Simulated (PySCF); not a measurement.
Species: C3H10Si.
SMILES with atom numbers: `[CH3:1][CH2:2][SiH2:3][CH3:4]` (hydrogens: H5, H6, H7 on C1; H8, H9 on C2; H10, H11 on Si3; H12, H13, H14 on C4)

A GFN2-xTB structure was refined with PBE0-D3(BJ)/def2-SVP geometry optimisation, gas phase in PySCF 2.14.0. Its GFN2-xTB values:

```csv
coordinate,GFN2-xTB
C1–C2,1.494 Å
C1–H5,1.088 Å
C2–Si3,1.898 Å
C2–H8,1.090 Å
Si3–C4,1.946 Å
Si3–H10,1.484 Å
C4–H12,1.089 Å
C1–C2–Si3,113.0°
C2–C1–H5,113.1°
C2–Si3–C4,109.7°
Si3–C4–H12,110.0°
C4–Si3–H10,108.2°
H8–C2–H9,107.4°
H10–Si3–H11,109.3°
H12–C4–H13,109.4°
C1–C2–Si3–C4,176°
```

Problem. How do these coordinates change at the PBE0-D3(BJ)/def2-SVP level?

Solution. 
```csv
coordinate,PBE0-D3(BJ)/def2-SVP (Å or °),change
Si3–C4,1.881,-0.065
C1–C2,1.526,+0.032
Si3–H10,1.500,+0.016
C2–H8,1.105,+0.015
C1–H5,1.102,+0.014
C4–H12,1.101,+0.012
C2–Si3,1.888,-0.010
H10–Si3–H11,107.2,-2.1
C2–Si3–C4,111.6,+1.9
H8–C2–H9,105.6,-1.8
C4–Si3–H10,109.7,+1.5
H12–C4–H13,108.0,-1.4
C1–C2–Si3,114.3,+1.3
Si3–C4–H12,111.2,+1.2
C2–C1–H5,111.9,-1.2
C1–C2–Si3–C4,-177,+7
```

The energy falls by 0.162 eV over 5 energy and gradient evaluations, the largest force component goes from 0.0467 to 3.1e-04 Eh/bohr, and the atoms move by 0.080 Å rms after alignment. The bond that changes most is Si3–C4 (SiH2 silicon to Si-methyl carbon), which shortens by 0.065 Å. Bonds longer at the end by more than 0.005 Å: 8 of 13; shorter: 3. Rotational constants go from 14513, 2696, 2442 to 14987, 2672, 2436 MHz.

The run used 110 basis functions and 30 SCF cycles in all.

No frequency check. The numbers are those of one conformer.

The values belong to the conformer `[CH3:1][CH2:2][SiH2:3][CH3:4]`: C1–C2–Si3–C4 -177°.
